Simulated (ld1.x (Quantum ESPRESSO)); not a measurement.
Reading a pseudo-wave (manganese)

Columns: radius, all-electron u(r) and pseudo u(r) of the 3s shell (level -86.32 eV) of manganese in the configuration [Ne] 3s2 3p6 3d5 4s1.75 4p0.25; PW91, scalar-relativistic, ultrasoft scheme, ld1.x (Quantum ESPRESSO) 7.5.

```csv
r (bohr),all-electron,pseudo
0.098,-0.1866,0.2755
0.195,-0.6411,0.5320
0.292,-0.3006,0.7580
0.390,0.2791,0.9434
0.488,0.7655,1.0773
0.585,1.0643,1.1555
0.682,1.1947,1.1803
0.780,1.2016,1.1560
0.878,1.1305,1.0907
0.975,1.0196,0.9961
1.072,0.8929,0.8835
1.170,0.7643,0.7626
1.268,0.6439,0.6444
1.365,0.5368,0.5372
1.463,0.4425,0.4425
1.560,0.3628,0.3628
1.658,0.2951,0.2951
1.755,0.2394,0.2394
1.852,0.1935,0.1935
1.950,0.1554,0.1554
2.047,0.1249,0.1249
2.145,0.0999,0.0999
2.242,0.0799,0.0799
2.340,0.0636,0.0636
2.438,0.0506,0.0506
2.535,0.0403,0.0403
```

(1) How many radial nodes do the two functions have?

(2) At about which radius was the pseudo-wave matched?

(3) Is the pseudo-wave norm-conserving?

Answers

(1) The all-electron 3s function has n − l − 1 = 2 (the table is too coarse to show those close to the nucleus); the pseudo-wave has 0, since the states of the same l below it are removed with the core.

(2) 1.50 bohr. The columns agree to 0.0005 from 1.27 bohr on; several derivatives are matched, so the curves merge somewhat inside the radius.

(3) No, it belongs to an ultrasoft set: the norm inside the radius is not constrained, and the difference is carried by the augmentation charge.
